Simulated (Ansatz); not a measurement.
Wavefunction ladder for CH$_{4}$F$_{3}$MoNO, SMILES `C[N]=[Mo]([OH])([F])([F])[F]`

```json
{"atom": "C1", "x (Å)": "-1.023", "y (Å)": "1.298", "z (Å)": "-0.928"}
{"atom": "N2", "x (Å)": "-0.192", "y (Å)": "0.384", "z (Å)": "-0.240"}
{"atom": "Mo3", "x (Å)": "0.898", "y (Å)": "-0.585", "z (Å)": "0.587"}
{"atom": "O4", "x (Å)": "0.030", "y (Å)": "-2.208", "z (Å)": "0.884"}
{"atom": "F5", "x (Å)": "2.459", "y (Å)": "0.418", "z (Å)": "0.825"}
{"atom": "F6", "x (Å)": "1.858", "y (Å)": "-1.376", "z (Å)": "-0.805"}
{"atom": "F7", "x (Å)": "0.564", "y (Å)": "-0.107", "z (Å)": "2.361"}
{"atom": "H8", "x (Å)": "-1.919", "y (Å)": "0.787", "z (Å)": "-1.292"}
{"atom": "H9", "x (Å)": "-0.483", "y (Å)": "1.721", "z (Å)": "-1.780"}
{"atom": "H10", "x (Å)": "-1.322", "y (Å)": "2.106", "z (Å)": "-0.255"}
{"atom": "H11", "x (Å)": "-0.870", "y (Å)": "-2.438", "z (Å)": "0.645"}
```

The species carries charge 0 and has multiplicity 1. Correlated methods include outer-core shells of Mo, which these sets cover unevenly. Mo: def2 effective core potential. The structure was optimised at the PBE0-D4/def2-TZVP level. It is one conformer, not always the lowest. Frozen core, restricted reference, Ansatz 0.2.0.

```
     basis     HF (Eh)  MP2 corr.
  def2-SVP  -535.04287   -1.51463
def2-TZVPP  -535.66403   -1.99194
def2-QZVPP  -535.69158   -2.15787
```

Q: Estimate the CCSD correlation energy and the (T) correction in each basis where they were run (hartree).

A: 
| basis | CCSD corr. | (T) |
| --- | --- | --- |
| def2-SVP | -1.46987 | -0.06028 |
